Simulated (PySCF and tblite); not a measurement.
Values are calculated unless marked as measured or tabulated.
C₆H₁₂O, numbered as in [CH3:1][C@@H:2]1[CH2:3][CH2:4][CH2:5][CH2:6][O:7]1.

First level. Conformers came from 60 starts (ETKDG and KDG, MMFF94s, GFN2-xTB); geometries are GFN2-xTB. Energies: PBE0-D3(BJ)/def2-SVP (IEF-PCM, tetrahydrofuran), with GFN2-xTB thermal terms (modes under about 100 cm⁻¹ blended into free rotors). Symmetry numbers and mirror images are counted. Conformers within 2.5 kcal/mol (GFN2-xTB free energy) were kept, 5 at most. GIAO shieldings: B97-2/pcSseg-1 (IEF-PCM, tetrahydrofuran). Shifts are against TMS (¹H), TMS (¹³C) at the same level; of two unlike H on one atom, a is the less shielded. Run with PySCF (density fitting) and tblite.

It gives, at 298.15 K, with 2 conformers (largest weight 99 %): ¹H: 4.16 (H6a, 1H), 3.65 (H6b, 1H), 3.43 (H2, 1H), 1.86 (H4a, 1H), 1.51 (H5a, 1H), 1.50 (H4b, 1H), 1.48 (H3a, 1H), 1.38 (H5b, 1H), 1.18 (H1, 3H), 1.17 (H3b, 1H) ppm. ¹³C: 77.6 (C2), 72.1 (C6), 37.5 (C3), 30.7 (C5), 28.5 (C4), 25.0 (C1) ppm.

Second level: GFN2-xTB geometries, energies PBE-D3(BJ)/pcseg-1 (IEF-PCM, chloroform), shieldings mPW1PW91/pcSseg-1 (IEF-PCM, chloroform), on up to 5 of the same conformers.

Problem. How do the averaged shifts change?

Solution. 
```tsv
signal	first	second	change (ppm)
H1	1.18	1.18	0.00
H2	3.43	3.38	-0.05
H3a	1.48	1.44	-0.03
H3b	1.17	1.16	-0.01
H4a	1.86	1.85	-0.01
H4b	1.50	1.47	-0.03
H5a	1.51	1.50	-0.01
H5b	1.38	1.35	-0.03
H6a	4.16	4.17	0.00
H6b	3.65	3.62	-0.04
C1	25.0	25.0	0.0
C2	77.6	78.0	0.4
C3	37.5	37.5	0.0
C4	28.5	28.1	-0.4
C5	30.7	30.4	-0.2
C6	72.1	72.4	0.4
```

The largest weight becomes 99 %.

Shifts are unscaled: against experiment ¹³C can be off by 15 ppm or more and ¹H by 0.8 ppm.
